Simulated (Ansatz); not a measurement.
Mulliken charges of `N1[SiH2][S][Zn][SiH2]1` from B3LYP/def2-TZVPP in Ansatz (PBE0-D4/def2-TZVP geometry).

```
atom   x (Å)   y (Å)   z (Å)  charge (e)
  N1  -0.314   0.154   0.618      -0.332
 Si2   0.278  -1.448   0.246       0.448
  S3   0.792  -1.747  -1.810      -0.405
 Zn4   0.474   0.411  -2.085       0.202
 Si5  -0.247   1.665  -0.251       0.288
  H6  -0.779   0.178   1.519       0.111
  H7   1.481  -1.757   1.066      -0.084
  H8  -0.785  -2.416   0.626      -0.080
  H9  -1.590   2.309  -0.288      -0.072
 H10   0.690   2.652   0.359      -0.076
```

**Question.** By hand: the dipole of these point charges (1 e Å = 4.8032 D).

**Answer.** Σ q r = (-0.153, 0.563, 0.167) e Å, of length 0.607 e Å = 2.92 D.

**Question.** How does the dipole of the full density compare? (Estimate.)

**Answer.** The calculation gave: (-0.109, 0.456, -0.087) e Å, 2.29 D; the point charges give 1.28 times that, at 27° from its direction.

Point charges leave out the atoms' own dipoles, such as those of lone pairs, and Mulliken's split depends on the basis, so the two needn't agree.

B3LYP here is the variant with VWN-RPA as its local correlation; programs differ in this.
